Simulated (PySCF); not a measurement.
**Mayer bond orders and bond lengths**

Compound: CH10NSi3 (charge -1).
Atom-mapped SMILES: `[SiH3:1][CH2:2][SiH2:3][N-:4][SiH3:5]` (hydrogens: H6, H7, H8 on Si1; H9, H10 on C2; H11, H12 on Si3; H13, H14, H15 on Si5)

Cartesian coordinates in Å at the GFN2-xTB level; atoms count from 1:
```
atom  x, y, z in Å
Si1   -2.8756   -0.5102    0.0314
C2    -1.1315   -0.4894    0.6876
Si3    0.1915    0.2158   -0.5198
N4     1.6600    0.1445    0.2572
Si5    3.2341    0.5596   -0.1252
H6    -3.0442   -1.3456   -1.1691
H7    -3.3993    0.8273   -0.2905
H8    -3.8508   -1.0632    1.0059
H9    -1.0884    0.0958    1.6073
H10   -0.8274   -1.5011    0.9598
H11   -0.0060   -0.5703   -1.7794
H12   -0.3550    1.5506   -0.9229
H13    3.5203    1.9983   -0.4190
H14    4.0966    0.2258    1.0382
H15    3.8713   -0.1299   -1.2899
```

Bond orders from the PBE0/pcSseg-1 density (PySCF). One conformer (not necessarily the lowest) at the GFN2-xTB geometry, without solvent, vibrations or thermal averaging. The pcSseg-1 basis has no diffuse functions, a weakness for an anion.

Where do the orders between heavy atoms depart from those drawn in the SMILES?

The largest departure is 0.414, at Si3–N4 (drawn single, 1.414). Drawn single, order above 1.12: Si3–N4 (1.414) and N4–Si5 (1.350). Drawn single, order below 0.88: C2–Si3 (0.779). The SMILES, with its formal charges, is one Lewis structure only.

Set the Mayer orders of the bonds between heavy atoms beside their lengths.

```json
{"bond": "Si1–C2", "drawn as": "single", "length (Å)": "1.864", "Mayer order": "1.011"}
{"bond": "C2–Si3", "drawn as": "single", "length (Å)": "1.925", "Mayer order": "0.779"}
{"bond": "Si3–N4", "drawn as": "single", "length (Å)": "1.663", "Mayer order": "1.414"}
{"bond": "N4–Si5", "drawn as": "single", "length (Å)": "1.672", "Mayer order": "1.350"}
```

By pair of heavy elements: C–Si: lowest C2–Si3 (0.779, 1.925 Å), highest Si1–C2 (1.011, 1.864 Å). N–Si: lowest N4–Si5 (1.350, 1.672 Å), highest Si3–N4 (1.414, 1.663 Å).

And the bonds to hydrogen?

H–Si: 0.84 to 0.94 (8 bonds); C–H: 0.94 (2 bonds).

Sum the orders of all bonds at each heavy atom with more than one neighbour and set the sums beside the valence in the SMILES.

Si1 3.803 (drawn 4), C2 3.674 (drawn 4), Si3 3.882 (drawn 4), N4 2.764 (drawn 2), Si5 3.909 (drawn 4). Orders between atoms that aren't bonded are not in these sums.

The Mayer order sums products of elements of PS (density times overlap matrix) between the two atoms' basis functions, so it depends on the basis set.
